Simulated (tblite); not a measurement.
C6H8FN (charge +1 and doublet state).
SMILES: `C1(=N\[H])/[C@@H](C)C[CH+][C]1F`

Computed with GFN2-xTB (tblite): harmonic, unscaled wavenumbers at the GFN2-xTB geometry, gas phase. The method is semi-empirical: single wavenumbers can be off by several per cent or more. Open shells enter through the occupations alone, without spin polarisation, and single modes of such species can be off by tens of per cent.

Harmonic wavenumbers (cm⁻¹): 60.3, 214.7, 225.0, 247.0, 271.7, 329.6, 406.8, 464.5, 510.2, 584.2, 621.2, 658.5, 689.2, 756.5, 789.0, 870.3, 917.5, 923.1, 993.2, 1019.9, 1044.1, 1115.9, 1122.2, 1154.0, 1179.0, 1194.1, 1241.7, 1270.9, 1371.0, 1382.4, 1391.6, 1448.0, 1604.8, 1788.8, 2910.0, 2936.6, 2967.6, 2986.4, 3034.3, 3067.4, 3095.1, 3435.5.

A = 3244, B = 1930, C = 1285 MHz; mass 113.064 u (most abundant isotopes); point group C1, symmetry number 1; spin multiplicity 2.

Problem. Zero-point energy?

Solution. ½Σν̃ = 27147 cm⁻¹ = 324.75 kJ/mol.

Problem. Entropy at 500 K, 1 bar (ideal gas, RRHO, classical rotation)?

Solution. Translation 178.57, rotation 123.94, vibration 147.37, spin (R ln 2) 5.76: S = 455.6 J/(mol K).

Problem. And Cp and H(500 K) − H(0)?

Solution. Cp = 204.58 J/(mol K), of which vibrations give 171.32 (their classical limit is 42 R = 349.2); H(500 K) − H(0) = 58.20 kJ/mol without the zero-point energy, 41.57 from vibrations.

Problem. Which modes carry the vibrational entropy at 500 K?

Solution. 60.3 cm⁻¹: 22.89; 214.7 cm⁻¹: 12.45; 225.0 cm⁻¹: 12.07; 247.0 cm⁻¹: 11.33; 271.7 cm⁻¹: 10.57; 329.6 cm⁻¹: 9.06 J/(mol K); the other 36 give 69.00 together.

Problem. Blend soft modes into free rotors: weight 1/[1 + (100 cm⁻¹/ν̃)⁴] for the oscillator and the rest for a rotor with moment μB/(μ + B), μ = h/(8π²ν), B = 10⁻⁴⁴ kg m². What vibrational entropy results?

Solution. 141.32 J/(mol K) in place of 147.37, which changes −T·S at 500 K by +3.02 kJ/mol.

Problem. How do the functions run with temperature in this model?

Solution. 
```tsv
T (K)	S (J/(mol K))	Cp (J/(mol K))	H − H(0) (kJ/mol)	G − H(0) (kJ/mol)	ln q(vib)
100	270.2	58.2	4.30	-22.73	0.69
200	322.2	96.5	12.01	-52.43	2.12
300	368.9	136.6	23.67	-87.01	3.85
800	566.6	266.2	129.73	-323.53	13.68
1000	628.9	292.0	185.69	-443.21	17.46
```

q(vib) and H(0) count from the zero-point level.

Problem. What must be added to the electronic energy to get the Gibbs energy at 500 K and 1 bar?

Solution. ZPE + [H(500 K) − H(0)] − T·S = 324.75 + 58.20 − 227.82 = 155.13 kJ/mol.

Hindered rotation and anharmonicity are outside this model. The structure is chiral; the term R ln 2 for an equal mix with its mirror image is left out.
